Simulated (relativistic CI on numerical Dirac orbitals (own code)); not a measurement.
# Lu II: computed level list

Computed by Dirac-Coulomb-Breit CI, separate exchange-only KLI orbitals for each configuration, a model potential for QED, valence Slater integrals scaled by 0.85, P86 correlation estimate, and configurations built on the next ion tied to the tabulated ionisation energy (semi-empirical) (own radial code, finite nucleus).

Configuration list (outside the closed core [Xe]): 4f14.6s2, 4f14.6s.5d, 4f14.6s.6p, 4f14.5d2, 4f14.5d.6p, 4f14.6s.7s, 4f14.6s.6d, 4f14.6s.7p, 4f14.6s.7d, 4f14.6s.8s, 4f14.6s.6f, 4f14.6s.7f, 4f14.6p2, 4f13.6s.5d2, 4f14.5d.6d, 4f14.5d.5f, 4f14.6d2, 4f14.5d.7s, 4f13.6s2.5d, 4f13.6s.5d.6p, 4f14.5f2, 4f14.6s.5f, 4f14.6p.6d, 4f14.6s.8p. Levels of other configurations are missing.

| No. | Configuration | Term | J | E (eV) | % | Next component (%) | Landé g | jj configuration (%) |
| --- | --- | --- | --- | --- | --- | --- | --- | --- |
| 1 | 4f14.6s2 | 1S | 0 | 0.0000 | 94 | 2 4f14.6p2 1S |  | closed (94) |
| 2 | 4f14.6s.5d | 3D | 1 | 1.7268 | 100 |  | 0.499 | 6s 5d3/2 (100) |
| 3 | 4f14.6s.5d | 3D | 2 | 1.7897 | 95 | 4 1D | 1.160 | 6s 5d3/2 (77) |
| 4 | 4f14.6s.5d | 3D | 3 | 1.9411 | 100 |  | 1.334 | 6s 5d5/2 (100) |
| 5 | 4f14.6s.5d | 1D | 2 | 2.3209 | 81 | 12 4f14.5d2 1D | 1.007 | 6s 5d5/2 (69) |
| 6 | 4f14.6s.6p | 3P° | 0 | 3.3186 | 97 | 2 4f14.5d.6p 3P° |  | 6s 6p1/2 (97) |
| 7 | 4f14.6s.6p | 3P° | 1 | 3.4656 | 92 | 3 1P° | 1.476 | 6s 6p1/2 (79) |
| 8 | 4f14.5d2‡ | 3F | 2 | 3.6139 | 99 | 1 1D | 0.669 | 5d3/2^2 (74) |
| 9 | 4f14.5d2‡ | 3F | 3 | 3.7178 | 100 |  | 1.083 | 5d3/2 5d5/2 (100) |
| 10 | 4f14.5d2‡ | 3F | 4 | 3.8470 | 99 | 1 1G | 1.249 | 5d5/2^2 (74) |
| 11 | 4f14.6s.6p | 3P° | 2 | 3.9147 | 96 | 3 4f14.5d.6p 3P° | 1.500 | 6s 6p3/2 (96) |
| 12 | 4f14.5d2‡ | 3P | 0 | 4.3330 | 95 | 3 4f14.6p2 3P |  | 5d3/2^2 (70) |
| 13 | 4f14.5d2‡ | 3P | 1 | 4.3978 | 98 | 2 4f14.6p2 3P | 1.501 | 5d3/2 5d5/2 (98) |
| 14 | 4f14.5d2‡ | 3P | 2 | 4.4096 | 67 | 26 1D | 1.342 | 5d3/2 5d5/2 (74) |
| 15 | 4f14.6s.6p | 1P° | 1 | 4.6210 | 58 | 32 4f14.5d.6p 1P° | 1.014 | 6s 6p3/2 (56) |
| 16 | 4f14.5d2‡ | 1D | 2 | 4.6257 | 58 | 31 3P | 1.156 | 5d5/2^2 (85) |
| 17 | 4f14.5d2‡ | 1G | 4 | 4.7655 | 99 | 1 3F | 1.001 | 5d3/2 5d5/2 (74) |
| 18 | 4f14.5d.6p‡ | 3F° | 2 | 4.8760 | 71 | 25 1D° | 0.765 | 5d3/2 6p1/2 (97) |
| 19 | 4f14.5d.6p‡ | 3F° | 3 | 5.2481 | 94 | 4 3D° | 1.094 | 5d5/2 6p1/2 (59) |
| 20 | 4f14.5d.6p‡ | 1D° | 2 | 5.3247 | 66 | 24 3F° | 0.959 | 5d5/2 6p1/2 (41) |
| 21 | 4f14.5d.6p‡ | 3D° | 1 | 5.4319 | 93 | 3 4f14.6s.6p 1P° | 0.533 | 5d3/2 6p1/2 (50) |
| 22 | 4f14.5d.6p‡ | 3D° | 2 | 5.5439 | 90 | 3 3F° | 1.158 | 5d3/2 6p3/2 (60) |
| 23 | 4f14.5d.6p‡ | 3F° | 4 | 5.6128 | 98 | 2 4f13.6s.5d2 3F° | 1.250 | 5d5/2 6p3/2 (98) |
| 24 | 4f14.5d2‡ | 1S | 0 | 5.6307 | 79 | 12 4f14.6p2 1S |  | 5d5/2^2 (63) |
| 25 | 4f14.5d.6p‡ | 3D° | 3 | 5.7367 | 90 | 4 3F° | 1.312 | 5d5/2 6p3/2 (55) |
| 26 | 4f14.5d.6p‡ | 3P° | 0 | 5.9233 | 95 | 2 4f13.6s.5d2 3P° |  | 5d3/2 6p3/2 (95) |
| 27 | 4f14.5d.6p‡ | 3P° | 1 | 5.9332 | 92 | 2 4f13.6s.5d2 3P° | 1.474 | 5d3/2 6p3/2 (63) |
| 28 | 4f14.5d.6p‡ | 3P° | 2 | 6.0067 | 85 | 6 1D° | 1.453 | 5d5/2 6p3/2 (69) |
| 29 | 4f14.5d.6p‡ | 1F° | 3 | 6.4077 | 92 | 3 3D° | 1.012 | 5d5/2 6p3/2 (42) |
| 30 | 4f14.5d.6p‡ | 1P° | 1 | 7.3202 | 59 | 25 4f14.6s.6p 1P° | 1.003 | 5d5/2 6p3/2 (45) |
| 31 | 4f13.6s.5d2‡ | 5D° | 3 | 7.7049 | 45 | 29 5F° | 1.420 | 4f7/2^7 6s 5d3/2^2 (65) |
| 32 | 4f13.6s.5d2‡ | 5D° | 2 | 7.7278 | 35 | 34 5P° | 1.593 | 4f7/2^7 6s 5d3/2^2 (73) |
| 33 | 4f13.6s.5d2‡ | 5F° | 4 | 7.7526 | 55 | 28 5D° | 1.359 | 4f7/2^7 6s 5d3/2^2 (52) |
| 34 | 4f13.6s.5d2‡ | 5F° | 5 | 7.8874 | 76 | 16 5G° | 1.350 | 4f7/2^7 6s 5d3/2 5d5/2 (73) |
| 35 | 4f13.6s.5d2‡ | 5D° | 1 | 7.9282 | 38 | 29 5P° | 1.692 | 4f7/2^7 6s 5d3/2 5d5/2 (59) |
| 36 | 4f13.6s.5d2‡ | 3I° | 5 | 7.9336 | 53 | 27 5I° | 0.913 | 4f7/2^7 6s 5d3/2^2 (73) |
| 37 | 4f13.6s2.5d‡ | 3P° | 2 | 7.9616 | 75 | 9 3D° | 1.459 | 4f7/2^7 5d3/2 (69) |
| 38 | 4f13.6s.5d2‡ | 5I° | 6 | 7.9950 | 50 | 32 3I° | 1.080 | 4f7/2^7 6s 5d3/2 5d5/2 (56) |
| 39 | 4f13.6s.5d2‡ | 5P° | 3 | 8.0193 | 22 | 18 3F° | 1.187 | 4f7/2^7 6s 5d3/2^2 (51) |
| 40 | 4f13.6s.5d2‡ | 5F° | 2 | 8.0400 | 25 | 23 5S° | 1.381 | 4f7/2^7 6s 5d3/2 5d5/2 (50) |
| 41 | 4f14.6s.7s | 3S | 1 | 8.0675 | 96 | 2 4f14.6p2 3P | 1.990 | 6s 7s (96) |
| 42 | 4f13.6s.5d2‡ | 5H° | 4 | 8.0728 | 24 | 17 3H° | 1.043 | 4f7/2^7 6s 5d3/2^2 (57) |
| 43 | 4f13.6s.5d2‡ | 5I° | 7 | 8.0992 | 73 | 16 3I° | 1.184 | 4f7/2^7 6s 5d3/2 5d5/2 (86) |
| 44 | 4f14.6p2‡ | 3P | 0 | 8.1155 | 85 | 5 4f14.6s.7s 1S |  | 6p1/2^2 (65) |
| 45 | 4f13.6s.5d2‡ | 5H° | 5 | 8.1490 | 38 | 17 3I° | 1.102 | 4f7/2^7 6s 5d3/2 5d5/2 (45) |

Energies count from the lowest computed level; ° marks odd parity. Filled j subshells are mostly left out of the jj labels. ‡ marks configurations that were not tied to measured data.

The mean weight of the leading LS term, summed over parents, in these 45 levels is 76 %, and that of the leading jj configuration (from the same eigenvectors) 72 %.

Configurations that consist of the next ion and one excited electron were tied to the tabulated ionisation energy; Rydberg ones are usually within 1,000 to 3,000 cm⁻¹ and the lowest ones within about 6,000 (9,000 in d shells), while levels on excited terms of the next ion carry the error of that term, and the other configurations can be misplaced by 10,000 cm⁻¹ or more. Rates follow the energies as ν³ (E1, M1) or ν⁵ (E2), so rates, branching and lifetimes can be off by large factors. The fine structure of a lone outer electron comes out too small, for d and f at times inverted, and misplaced configurations move strength between like terms. 28 of the 29 excited levels that our extract of the measured tables holds in this range could be paired (the sources list more); they are missed by 1583 cm⁻¹ on average and 3266 at most, and levels without a partner can miss by more.

LS names give the leading component of a level, which can be under half, so a name can repeat, a term be missing and a line seem to break the LS rules.
